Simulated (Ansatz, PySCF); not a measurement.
Spin states of H4O4Re (SMILES [OH][Re]([OH])([OH])[OH]), each relaxed with B3LYP-D3(BJ)/def2-TZVP.
State 1 (charge 0, multiplicity 2):
```xyz
9

Re     0.1748    -0.0384     0.0895
O      1.5317     1.2531     0.3070
H      1.3796     2.1015    -0.1333
O      1.2385    -1.5636     0.1481
H      1.1862    -2.3629    -0.3848
O     -1.5366    -0.8067     0.3977
H     -1.7348    -1.2542     1.2288
O     -0.7286     1.3863    -0.7948
H     -1.6159     1.1512    -1.0972
```
State 2 (charge 0, multiplicity 4):
```csv
atom,x (Å),y (Å),z (Å)
Re,0.3192,0.0495,-0.0282
O,1.6135,1.1472,-0.8772
H,1.4999,2.1077,-0.8346
O,1.0162,-1.3574,1.0424
H,0.6179,-2.2361,1.0893
O,-1.3368,-0.9574,-0.3118
H,-1.2817,-1.9017,-0.4930
O,-0.8064,1.6175,0.0734
H,-1.7469,1.3968,0.1007
```

```tsv
level	energy of the multiplicity-4 state less that of the multiplicity-2 state (kcal/mol)	cost
PBE-D3(BJ)/def2-TZVPP	8.58	×1
PBE-D4/def2-TZVPP	8.62	×1
BLYP-D3(BJ)/def2-TZVPP	10.52	×1
r2SCAN/def2-TZVPP	3.92	×2
r2SCAN-D4/def2-TZVPP	3.93	×2
B97M-V/def2-TZVPP	5.61	×3
r2SCANh/def2-TZVPP	2.49	×3
B3LYP/def2-TZVPP	7.71	×2
B3LYP-D3(BJ)/def2-TZVPP	7.70	×2
B3LYP-D4/def2-TZVPP	7.78	×2
PBE0/def2-TZVPP	4.18	×2
PBE0-D3(BJ)/def2-TZVPP	4.18	×2
PBE0-D4/def2-TZVPP	4.21	×2
BHLYP/def2-TZVPP	2.69	×2
BHLYP-D3(BJ)/def2-TZVPP	2.69	×2
BHLYP-D4/def2-TZVPP	2.73	×2
CAM-B3LYP-D4/def2-TZVPP	6.70	×2
wB97X-V/def2-TZVPP	8.39	×5
CCSD/def2-SVP	4.54	-
CCSD(T)/def2-SVP	7.67	×20
```

The rows run from 2.49 (r2SCANh/def2-TZVPP) to 10.52 kcal/mol (BLYP-D3(BJ)/def2-TZVPP). The dispersion term adds 0.01 in r2SCAN-D4, -0.02 in B3LYP-D3(BJ), 0.06 in B3LYP-D4. The 7 functionals in def2-TZVPP without D3 or D4 span 5.90, from r2SCANh to wB97X-V.

Singlets are restricted, other states unrestricted; no spin–orbit coupling, no relativity up to Kr; see below for the cores. The largest T1 diagnostic is 0.040.

Correlated levels freeze the inner cores; with def2 sets outer-core shells near the valence are correlated too.

Doubts at one or more of the structures used: a spin-contaminated determinant (CCSD/def2-SVP, CCSD(T)/def2-SVP).

Run with Ansatz (Gaussian basis) for Hartree–Fock, density functionals and correlated methods; PySCF for the dispersion terms. Values without a source in brackets are computed. In def2 rows elements past Kr take small-core potentials, without spin–orbit coupling.

Costs are rough ratios of core time to PBE/def2-TZVPP (about 29 s over the structures, on one shared machine); a dash marks a level with no comparable run of its own.

Ansatz is a quantum-chemistry and plane-wave program.
